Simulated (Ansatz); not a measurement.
A nudged elastic band was laid between two geometries of C2H7FSSi2 (13 atoms, charge 0, multiplicity 1).

Method: Ansatz, RKS PBE0-D4/6-31G*.

```json
{
  "movable images": "7",
  "climbing image": "yes",
  "spring": "5.0 eV/Å²",
  "optimiser": "quadratic models (default)",
  "start path": "through a guess of the saddle point",
  "force threshold": "0.05 eV/Å",
  "iteration limit": "60",
  "end points": "relaxed"
}
```

Image 0:

```xyz
13
Properties=species:S:1:pos:R:3
C -1.833 -1.223 -0.406
Si -0.025 -1.112 0.026
F 0.162 -1.154 1.635
C 0.690 0.531 -0.569
Si 1.422 1.786 0.646
S 0.629 0.800 -2.181
H -2.265 -2.173 -0.073
H -2.396 -0.408 0.063
H -1.959 -1.147 -1.491
H 0.784 -2.215 -0.555
H 0.373 2.149 1.640
H 1.885 2.990 -0.090
H 2.553 1.141 1.369
```

Image 8:

```xyz
13
Properties=species:S:1:pos:R:3
C -1.728 -1.127 -0.460
Si 0.013 -1.067 0.186
F -0.010 -1.038 1.810
C 0.841 0.521 -0.409
Si 0.765 2.032 0.702
S 0.965 0.567 -2.118
H -2.255 -2.014 -0.093
H -2.287 -0.241 -0.142
H -1.718 -1.152 -1.553
H 0.856 -2.217 -0.224
H 1.242 1.754 2.089
H 1.446 3.235 0.138
H 1.891 0.711 0.089
```

**Question.** What changes between the two ends?

**Answer.** Bonds formed: C4–H13.

**Question.** Give the energies along the band, and the barrier.

**Answer.** It converged. The highest image is number 7 of 0 to 8, 160.5 kJ/mol above the first end and 3.9 kJ/mol above the last; the last end lies 156.6 kJ/mol above the first. A vibrational analysis at the climbing image gives one clearly imaginary mode, 519i cm⁻¹: a first-order saddle point.

```tsv
image	path coordinate (Å)	energy (kJ/mol)	C4–H13 (Å)
0	0.00	0.0	2.76
1	0.36	0.4	2.74
2	0.71	1.5	2.72
3	1.07	6.6	2.59
4	1.43	25.1	2.38
5	1.79	63.7	2.09
6	2.14	124.8	1.72
7	2.50	160.5	1.32
8	2.93	156.6	1.18
```

**Question.** What is the geometry of the highest image?

**Answer.** 
```xyz
13
Properties=species:S:1:pos:R:3
C -1.741 -1.141 -0.439
Si 0.020 -1.051 0.150
F 0.033 -1.036 1.776
C 0.783 0.562 -0.462
Si 0.928 2.004 0.658
S 0.951 0.524 -2.151
H -2.242 -2.030 -0.042
H -2.301 -0.258 -0.111
H -1.771 -1.179 -1.531
H 0.881 -2.174 -0.288
H 0.946 1.752 2.117
H 1.603 3.233 0.175
H 1.929 0.758 0.163
```

**Question.** What are the harmonic wavenumbers there?

**Answer.** 519i, 52, 115, 117, 157, 175, 237, 273, 373, 421, 481, 574, 642, 686, 762, 785, 835, 855, 886, 918, 927, 974, 1075, 1326, 1480, 1485, 1824, 2278, 2309, 2326, 3081, 3166, 3188 cm⁻¹.

The band took 13 iterations and about 5 core-minutes.

The run took 2.7 min on 2 threads of AMD EPYC 9R45 96-Core Processor (Zen 5) (shared host), peak memory 0.32 GiB.
